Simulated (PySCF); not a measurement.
Theory: core-valence-separated Tamm–Dancoff BHandHLYP/aug-pcX-1 (pcseg-1 on H) in PySCF, non-relativistic, gas phase, PBE0-D3(BJ)/def2-SVP geometry. No empirical shift is added; at this level the pattern usually sits a few eV under experiment.

Main lines of an unknown, eV (oscillator strength): C K: 283.5 (0.065), 283.8 (0.050), 283.8 (0.092), 283.8 (0.024), 286.1 (0.010); F K: 687.4 (0.029), 687.4 (0.045), 687.7 (0.011), 688.1 (0.043), 688.8 (0.005). Listed: the first five lines at most of each edge with a tenth or more of its strongest line's intensity; roots within 0.03 eV on the same or equivalent atoms are summed. Only the lowest roots were sought, and the top ones are left out.

Task: Which candidate gives them?
A. `C=CC(F)=C(F)F`
B. `C#CCC(F)(F)F`

Result: B. 

- `C#CCC(F)(F)F`: C K: 283.5 (0.065), 283.8 (0.050), 283.8 (0.092), 283.8 (0.024), 286.1 (0.010); F K: 687.4 (0.029), 687.4 (0.045), 687.7 (0.011), 688.1 (0.043), 688.8 (0.005). First C line listed at 283.5 eV, hole on the terminal alkyne carbon (1s→π*); first F line listed at 687.4 eV, hole on the fluorine of a CF3 group.
- `C=CC(F)=C(F)F`: C K: 282.3 (0.060), 283.0 (0.053), 285.6 (0.052), 286.1 (0.009), 286.4 (0.015); F K: 685.9 (0.029), 686.3 (0.003), 686.5 (0.011), 686.7 (0.009), 687.0 (0.022). First C line listed at 282.3 eV, hole on the terminal =CH2 carbon (1s→π*); first F line listed at 685.9 eV, hole on the vinyl fluorine.

One conformer each; other structures than these candidates weren't tested.

Shape of the structure used: `[CH:1]#[C:2][CH2:3][C:4]([F:5])([F:6])[F:7]`: C2–C3–C4–F5 180°.
